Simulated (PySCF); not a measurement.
C2H4N2OSi, SMILES N1=CC=N[SiH]1O.

Geometry: r2SCAN-D4/def2-SVP. The structure was generated by enumeration, and PubChem lists no compound with its InChIKey, so it may never have been made. One conformer was computed; it need not be the lowest.

Level of theory: r2SCAN/def2-TZVP run with PySCF.

Isolated molecule, no solvent.

Estimate the frontier levels, gap, dipole moment and polarisability. (An estimate is asked for; the answer gives what the named calculation found.)


```
Quantity                                                                                                       Result
---------------------------------------------------------------------------------------------  ----------------------
highest occupied level                                                                                       -6.58 eV
lowest empty level                                                                                           -3.43 eV
orbital gap                                                                                                   3.15 eV
dipole moment                                                                                                  2.28 D
quadrupole, principal values (traceless, Buckingham form, about the centre of nuclear charge)  -11.87, 4.42, 7.44 D·Å
mean static polarisability                                                                       58.6 bohr³ (8.68 Å³)
polarisability, principal values                                                               44.0, 55.9, 75.8 bohr³
```
